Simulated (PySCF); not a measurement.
**Electronic structure of Mn²⁺ (manganese, charge +2) at the UHF level**

Configuration: [Ar] 3d4 4s1, high-spin 6D determinant (an excited configuration). All numbers are calculated (PySCF 2.14, the spin-free X2C one-electron Hamiltonian (Gaussian nucleus), in x2c-TZVPPall (6s5p4d2f1g, 64 functions)).

- Total energy: -1156.335318 hartree
- One-electron energy: -1572.2601 hartree
- Hartree (Coulomb) energy: 466.7593 hartree
- Exchange energy: -50.8345 hartree
- ⟨S²⟩: 8.7513
- ⟨L²⟩: 6.015
- Sum of ⟨r⟩: 15.99 bohr
- Sum of ⟨r²⟩: 21.02 bohr²
- Traceless quadrupole moment −½Σ⟨3z² − r²⟩ along its main axis: -0.300 e·bohr²
- Langevin diamagnetic susceptibility: -16.6 ×10⁻⁶ cm³/mol

| shell | electrons | mean orbital energy (eV) | spread (eV) | rms radius, mean of both spins (bohr) |
| --- | --- | --- | --- | --- |
| 1s α | 1 | -6624.8 | 0 | 0.0703 |
| 1s β | 1 | -6624.6 | 0 | 0.0703 |
| 2s α | 1 | -832.17 | 0 | 0.302 |
| 2s β | 1 | -828.74 | 0 | 0.302 |
| 2p α | 3 | -705.63 | 0.005 | 0.273 |
| 2p β | 3 | -702.32 | 0.961 | 0.273 |
| 3s α | 1 | -136.24 | 0 | 0.905 |
| 3s β | 1 | -126.22 | 0 | 0.905 |
| 3p α | 3 | -98.770 | 1.477 | 0.968 |
| 3p β | 3 | -87.011 | 2.223 | 0.968 |
| 3d α | 4 | -42.159 | 1.942 | 1.16 |
| 4s α | 1 | -25.051 | 0 | 2.78 |

Densities and radii are taken from the X2C orbitals without a picture-change correction, which distorts them close to the nucleus.

Spin-orbit constants ζ (cm⁻¹) from the X2C one-electron operator on these orbitals: bare nucleus, nucleus screened by l(l+1)(2l+1)/3 electrons, and screened by the Breit-Pauli mean field of the electrons.

| shell | bare | screened nucleus | mean field |
| --- | --- | --- | --- |
| 2p | 59160 | 54420 | 52240 |
| 3p | 7326 | 6740 | 6432 |
| 3d | 685.0 | 411.0 | 368.6 |

To first order the Landé constant is A = 73.72 cm⁻¹, so the lowest level has J = 1/2 and lies 0.0640 eV below the centre of the term. This holds in LS coupling only.
